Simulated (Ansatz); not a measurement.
Isolated molecules relaxed with PBE0-D4/def2-TZVP in Ansatz; ΔE leaves out vibrations. CBS: MP2 limit from def2 TZ/QZ plus the TZ coupled-cluster correction, frozen cores. Functionals use def2-TZVPP. For Br, Ge outer-core shells are correlated without core-valence functions, which leaves a few kJ/mol of doubt a bond. Scalar relativity is left out up to krypton. Each species was taken in one conformer, which may not be the lowest.

Reaction (redistribution): `N[Si](O)(Cl)Br` + `[CH3][Ge]([F])([F])[SiH3]` → `N[Si](O)(F)Br` + `[CH3][Ge]([F])([SiH3])[Cl]`

Is it downhill or uphill in electronic energy at CCSD(T)/CBS, and by how much? (Estimate.)

Computed: Downhill: ΔE = -14.9 kcal/mol.

What do these levels give: PBE-D4, ωB97X-V, B2PLYP, PBE, HF/def2-TZVPP, MP2/def2-TZVPP, SCS-MP2/def2-TZVPP, CCSD/def2-TZVPP, CCSD(T)/def2-TZVPP, HF/def2-QZVPP, MP2/def2-QZVPP, SCS-MP2/def2-QZVPP? (Estimate.)

The calculation gave: PBE-D4 -13.1, ωB97X-V -13.8, B2PLYP -14.8, PBE -13.2, HF/def2-TZVPP -16.7, MP2/def2-TZVPP -14.8, SCS-MP2/def2-TZVPP -14.8, CCSD/def2-TZVPP -15.5, CCSD(T)/def2-TZVPP -15.1, HF/def2-QZVPP -16.7, MP2/def2-QZVPP -14.6, SCS-MP2/def2-QZVPP -14.6 kcal/mol.

Largest T1 diagnostic among the species: 0.012.

From PBE to PBE0 (25 % exact exchange), in def2-TZVPP and without D4, ΔE moves by −1.1 kcal/mol. In def2-TZVPP, CCSD(T) changes the Hartree–Fock value by +1.6 kcal/mol (the triples alone add +0.4 kcal/mol) and MP2 by +2.0 kcal/mol.
